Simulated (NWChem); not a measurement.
System: SbF₂ cation; SMILES [F][Sb+][F]

Computed with NWChem. All runs use the structure optimised with PBE0/def2-SVP. def2 effective core potentials on Sb; no spin-orbit coupling. Level r2SCAN/def2-SVP: energy and gradient on several grids; changes count from the extra-fine grid, which is no exact limit either.

### Question
Which is the coarsest grid (fine; coarse; xcoarse; medium; xfine) from which on the energy stays within 100 μHa and each gradient component within 200 μHa/bohr of xfine?

### Answer
medium.
```json
[
 {"grid": "xcoarse", "size of the energy change (μHa)": "5000", "largest change of a gradient component (μHa/bohr)": "10000"},
 {"grid": "coarse", "size of the energy change (μHa)": "500", "largest change of a gradient component (μHa/bohr)": "2000"},
 {"grid": "medium", "size of the energy change (μHa)": "30", "largest change of a gradient component (μHa/bohr)": "< 30"},
 {"grid": "fine", "size of the energy change (μHa)": "< 10", "largest change of a gradient component (μHa/bohr)": "50"},
 {"grid": "xfine", "size of the energy change (μHa)": "< 10", "largest change of a gradient component (μHa/bohr)": "< 30"}
]
```
